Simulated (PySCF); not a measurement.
Fluorogermane, FGeH3.
SMILES: `[F][GeH3]`

Jobs on this species (5 atoms, 44 electrons) with PySCF (density fitting). Hardware of each: Arm Neoverse V1, one thread (shared host). Other jobs ran on the host; a repeat could differ by tens of per cent or more.

```json
{"level and settings": "CAM-B3LYP/def2-SVPD", "work": "8 singlets by full TDDFT, 3 Tamm–Dancoff triplets, polarisability", "basis functions": "85", "SCF cycles": "?", "wall time": "?"}
{"level and settings": "B3LYP/pcJ-1", "work": "spin–spin couplings from 4 perturbed nuclei", "basis functions": "98", "SCF cycles": "11", "wall time": "4.0 s"}
{"level and settings": "PBE0/pcSseg-1", "work": "shieldings, charges and field gradients", "basis functions": "73", "SCF cycles": "10", "wall time": "2.8 s"}
```

Task: Fill in the missing figures.

Result: 
- CAM-B3LYP/def2-SVPD; 8 singlets by full TDDFT, 3 Tamm–Dancoff triplets, polarisability: 4.3 s, 10 SCF cycles

Task: What do all jobs in the table cost together?

Result: About 11 s; the longest takes about 39 % of that, and about 1.5 times as long as the shortest.
